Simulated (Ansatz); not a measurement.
```yaml
crystal:
  periodic: [false, false, false]
  atoms:
    - {symbol: C, position_ang: [-1.491224, 0.658228, 2.777380]}
    - {symbol: C, position_ang: [0.708134, -0.902844, 1.767527]}
    - {symbol: C, position_ang: [0.632132, -1.215647, -1.056795]}
    - {symbol: N, position_ang: [0.626973, -3.319382, -2.216392]}
    - {symbol: Si, position_ang: [0.481958, 1.686164, -3.172055]}
    - {symbol: H, position_ang: [-1.497865, 2.562603, 1.976091]}
    - {symbol: H, position_ang: [-3.300457, -0.222636, 2.318753]}
    - {symbol: H, position_ang: [-1.371934, 0.850411, 4.827454]}
    - {symbol: H, position_ang: [0.737847, -2.776530, 2.651158]}
    - {symbol: H, position_ang: [2.489216, 0.032210, 2.267203]}
    - {symbol: H, position_ang: [0.670658, -4.800939, -0.965548]}
    - {symbol: H, position_ang: [1.992830, 3.772210, -2.034719]}
    - {symbol: H, position_ang: [-2.176730, 2.575617, -3.377725]}
    - {symbol: H, position_ang: [1.473710, 1.044979, -5.707723]}
basis:
  gaussian: {orbitals: ANO-RCC-VTZP, nuclear_model: gaussian}
hamiltonian: {xc: {name: PBE0}, pseudopotentials: {relativity: none}}
```

```sh
$ ansatz run in.yaml --threads 4 --pin off --events-out ev --progress --plain --max-ram 10444MiB
```

It prints (some lines left out):

```
Functional definition: PBE0
1792 factors; their error is unknown
mean field evaluation 1: about -12533.6215 eV, gradient 9.1e1 eV
mean field evaluation 2: about -12013.7001 eV, gradient 2.2e2 eV
mean field evaluation 4: about -12240.1052 eV, gradient 1.6e2 eV
mean field evaluation 8: about -12559.0393 eV, gradient 1.4e1 eV
mean field evaluation 16: about -12561.5116 eV, gradient 8.6e-4 eV
mean field evaluation 32: about -12561.5115 eV, gradient 2.9e-5 eV
mean field -12561.51150370 eV, -461.6270332627 hartree, gradient 4.4e-6 eV, S^2 0.000000; 8 other end points of the search recorded, 0 dependent functions left out
reference -12561.51161860 eV, -461.6270374852 hartree; 24, 24 occupied and 256, 256 virtual orbitals, 1792 factors
WARN: the results are in doubt because the basis set is contracted for relativity, which is off
Total energy: -12561.51161860 eV, -461.6270374852 hartree
In doubt: the basis set is contracted for relativity, which is off
```

(1) What is wrong with this run?

Results:

(1) The coordinates are in bohr but typed as ångström. Self-consistency was reached. The result belongs to that input, not to the molecule as meant.
